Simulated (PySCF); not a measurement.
C₃H₈F₃NSi.
SMILES: `FC(F)(CN(C)[SiH3])F`

A linear-response calculation (PySCF, def2-SVPD basis, gas phase, vertical, core orbitals frozen in the response) gave these numbers; the functional is withheld.

Orbital energies (eV): HOMO-3 -11.76, HOMO-2 -11.25, HOMO-1 -11.21, HOMO -8.31, LUMO 1.00, LUMO+1 1.41, LUMO+2 1.85.

| state | E (eV) | f | main configurations (H = HOMO, L = LUMO) |
| --- | --- | --- | --- |
| S1 | 6.16 | 0.0038 | H→L (74%), H→L+1 (19%) |
| S2 | 6.85 | 0.045 | H→L+1 (66%), H→L (20%) |
| S3 | 7.15 | 0.0008 | H→L+5 (38%), H→L+2 (34%), H→L+3 (19%) |
| S4 | 7.45 | 0.017 | H→L+4 (39%), H→L+3 (39%), H→L+6 (9%) |
| S5 | 7.50 | 0.024 | H→L+4 (46%), H→L+3 (23%), H→L+2 (13%) |
| S6 | 7.76 | 0.014 | H→L+5 (53%), H→L+2 (25%), H→L+6 (8%) |

Triplets, Tamm–Dancoff:

| state | E (eV) | λ (nm) | main configurations (H = HOMO, L = LUMO) |
| --- | --- | --- | --- |
| T1 | 5.94 | 208.7 | H→L (56%), H→L+1 (34%) |
| T2 | 6.57 | 188.6 | H→L+1 (48%), H→L (36%) |
| T3 | 6.97 | 177.8 | H→L+5 (40%), H→L+2 (27%), H→L+3 (22%) |
| T4 | 7.09 | 174.8 | H→L+4 (42%), H→L+3 (20%), H→L+6 (17%) |

Vertical ionisation energy by ΔSCF with the same functional: 8.97 eV. Mean static polarisability: 74.4 au.

Problem. Name the functional.
A. HF
B. CAM-B3LYP
C. PBE
D. B3LYP

Solution. B. CAM-B3LYP is range-separated, 19% exact exchange at short range and 65% at long range (ω = 0.33 bohr⁻¹). In this run −ε(HOMO) = 8.31 eV differs from the ΔSCF value by -0.65 eV, and S1 differs from the orbital gap of 9.32 eV by -3.16 eV. The ratio −ε(HOMO)/IP is 0.93. Small neutral molecules mostly give 0.85 to 0.93 with CAM-B3LYP, 0.5 to 0.7 with PBE, 0.67 to 0.83 with B3LYP; with Hartree–Fock the ratio is 1 or more (Koopmans' value less the relaxation energy is the ΔSCF value).

Theory: PySCF, TDDFT CAM-B3LYP/def2-SVPD, vertical, gas phase, core orbitals frozen in the response. Geometry: PBE0-D3(BJ)/def2-SVP, one conformer, isolated molecule.

The values belong to the conformer `[CH3:1][N:2]([SiH3:3])[CH2:4][C:5]([F:6])([F:7])[F:8]`: C1–N2–C4–C5 -81°, N2–C4–C5–F6 62°.

Without π bonds the low states are Rydberg-like; a valence basis with one diffuse set may place them up to an eV too high.
